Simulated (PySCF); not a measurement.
# CrS(OH), quartet: molecular constants

Method: UPBE in PySCF with Cr def2-SVP, S def2-SVP, O def2-SVP, H def2-SVP; no relativity; density-fitted integrals.

The structure is a minimum.

- Point group: Cs
- Bond lengths: Cr–O 1.756 Å, Cr–S 2.040 Å, O–H 0.974 Å
- Bond angles: Cr–O–H 137.0°, O–Cr–S 145.0°
- Principal polarisabilities: 28.7, 35.7, 76.2 bohr³
- Spin squared ⟨S²⟩: 3.953
- Enthalpy at 298.15 K above 0 K: 13.99 kJ/mol
- Principal quadrupole moments (Buckingham, traceless) about the centre of mass: -6.17, -0.10, 6.27 D Å
- Dipole moment: 2.60 D
- Highest occupied level (α): -5.19 eV
- Zero-point energy: 36.2 kJ/mol
- Entropy at 298.15 K and 1 bar (electronic part: spin only): 302.7 J/(mol K)
- Rotational symmetry number: 1
- Heat capacity Cp at 298.15 K: 60.6 J/(mol K)
- Rotational constants: 1.878, 0.1051, 0.09951 cm⁻¹
- Atomisation energy without zero-point energy: 1248 kJ/mol
- Lowest empty level (α): -3.97 eV

Harmonic modes (masses in u: Cr 51.941, S 31.972, O 15.995, H 1.008):
| symmetry | ω (cm⁻¹) | IR (km/mol) |
| --- | --- | --- |
| a' | 98 | 7.0 |
| a'' | 412 | 86.1 |
| a' | 487 | 17.9 |
| a' | 547 | 142 |
| a' | 756 | 115 |
| a' | 3747 | 180 |

Charges (e):
| atom | Mulliken | Löwdin | polar tensor | spin (Mulliken) | Mayer order to Cr1 |
| --- | --- | --- | --- | --- | --- |
| Cr1 | 0.45 | 0.03 | 0.89 | 3.61 | – |
| S2 | -0.20 | 0.02 | -0.43 | -0.54 | 2.25 |
| O3 | -0.44 | -0.14 | -0.77 | -0.08 | 1.13 |
| H4 | 0.20 | 0.10 | 0.30 | 0.01 | 0.02 |
Other Mayer orders above 0.3: O–H 0.95.

Mulliken populations on Cr1: s 6.54, p 12.45, d 4.56, f 0.00.

Outer orbital energies (eV). α occupied: -8.57, -8.39, -7.26, -6.65, -6.53, -5.72, -5.66, -5.19; empty: -3.97, -3.61, -1.10, 0.87. β occupied: -23.92, -16.07, -12.28, -8.30, -8.10, -6.90, -6.44, -6.21; empty: -3.08, -2.66, -2.56, -2.45.

The determinant is spin-contaminated (⟨S²⟩ = 3.95, pure value 3.75). Only a few start shapes were tried, so a lower isomer may exist. With open d or f shells other occupations or spin states may lie lower.

The final relaxation and frequency run took 81 s on 2 threads of a shared Arm Neoverse N1 host, with 68 basis functions and 18 gradients; the process peaked at 0.79 GiB.
